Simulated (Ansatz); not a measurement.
C3H10SeSi (SMILES CC(C)[Se][SiH3]), singlet, geometry from GFN2-xTB, atoms displaced at random by about 0.03 Å a coordinate; PBE/STO-3G, gradient in Ansatz (an electronic-structure program).

Here is a job for Ansatz.
Ansatz 0.2 input:
```yaml
crystal:
  periodic: [false, false, false]
  atoms:
    - {symbol: Se, position_ang: [-0.40936317, -0.22959699, 0.71959623]}
    - {symbol: C, position_ang: [1.22200821, -0.37320723, -0.53899324]}
    - {symbol: C, position_ang: [2.22616724, -1.32267476, 0.04608874]}
    - {symbol: C, position_ang: [1.71455738, 0.96141926, -0.89862212]}
    - {symbol: H, position_ang: [0.78167255, -0.82647435, -1.49311388]}
    - {symbol: H, position_ang: [3.02121945, -1.44671043, -0.65140791]}
    - {symbol: H, position_ang: [2.56589922, -0.85074647, 0.98511614]}
    - {symbol: H, position_ang: [1.83026231, -2.27111791, 0.27974646]}
    - {symbol: H, position_ang: [0.99081170, 1.61360242, -1.38132662]}
    - {symbol: H, position_ang: [2.58904671, 0.93534651, -1.58557033]}
    - {symbol: H, position_ang: [2.09174701, 1.46878801, 0.08243595]}
    - {symbol: Si, position_ang: [-1.84429836, 0.86906038, -0.71859518]}
    - {symbol: H, position_ang: [-1.70892019, 0.25790843, -2.01575912]}
    - {symbol: H, position_ang: [-1.63422922, 2.25124602, -0.67764104]}
    - {symbol: H, position_ang: [-3.18337946, 0.48798051, -0.09888263]}
basis:
  gaussian:
    orbitals: STO-3G
hamiltonian:
  xc: pbe
output: {forces: true}
```

Output, abridged:

```
Functional definition: PBE
627 factors; integrals over basis functions are off by at most 3.6e-5 eV
mean field evaluation 1: about -75624.0235 eV, gradient 2.1e1 eV
mean field evaluation 2: about -75622.9451 eV, gradient 2.6e1 eV
mean field evaluation 4: about -75625.5901 eV, gradient 1.2e0 eV
mean field evaluation 8: about -75625.4672 eV, gradient 1.9e-2 eV
mean field -75625.46721513 eV, -2779.1846593733 hartree, gradient 1.7e-5 eV, S^2 0.000000; 0 other end points of the search recorded, 0 dependent functions left out
the calculation of the forces begins
reference -75625.46724277 eV, -2779.1846603889 hartree; 38, 38 occupied and 14, 14 virtual orbitals, 627 factors
Total energy: -75625.46724277 eV, -2779.1846603889 hartree
Atom 0 at    -0.409363    -0.229597     0.719596 Å, force     0.673432     0.122131    -0.759470 eV/Å
Atom 1 at     1.222008    -0.373207    -0.538993 Å, force    -4.640525    -2.214059    -1.425871 eV/Å
Atom 2 at     2.226167    -1.322675     0.046089 Å, force     0.499164     1.833555     1.435467 eV/Å
Atom 3 at     1.714557     0.961419    -0.898622 Å, force     3.090113     3.240365     1.790380 eV/Å
Atom 4 at     0.781673    -0.826474    -1.493114 Å, force     0.422424     0.133856     0.894470 eV/Å
Atom 5 at     3.021219    -1.446710    -0.651408 Å, force     1.621456    -0.180315    -0.873764 eV/Å
Atom 6 at     2.565899    -0.850746     0.985116 Å, force     0.607480    -0.307871     0.028548 eV/Å
Atom 7 at     1.830262    -2.271118     0.279746 Å, force    -1.063234    -1.957682     0.408999 eV/Å
Atom 8 at     0.990812     1.613602    -1.381327 Å, force    -0.760442     0.322412    -0.103257 eV/Å
Atom 9 at     2.589047     0.935347    -1.585570 Å, force    -0.006202    -0.257553     0.082148 eV/Å
Atom 10 at     2.091747     1.468788     0.082436 Å, force    -0.625205    -0.432398    -1.802072 eV/Å
Atom 11 at    -1.844298     0.869060    -0.718595 Å, force    -1.035214    -2.728334     1.963330 eV/Å
Atom 12 at    -1.708920     0.257908    -2.015759 Å, force    -0.026433     0.153814    -0.538230 eV/Å
Atom 13 at    -1.634229     2.251246    -0.677641 Å, force     0.121671     1.614682    -0.258193 eV/Å
Atom 14 at    -3.183379     0.487981    -0.098883 Å, force     1.121514     0.657399    -0.842485 eV/Å
Dipole moment:     0.042244     0.165327    -0.382662 e Å
```
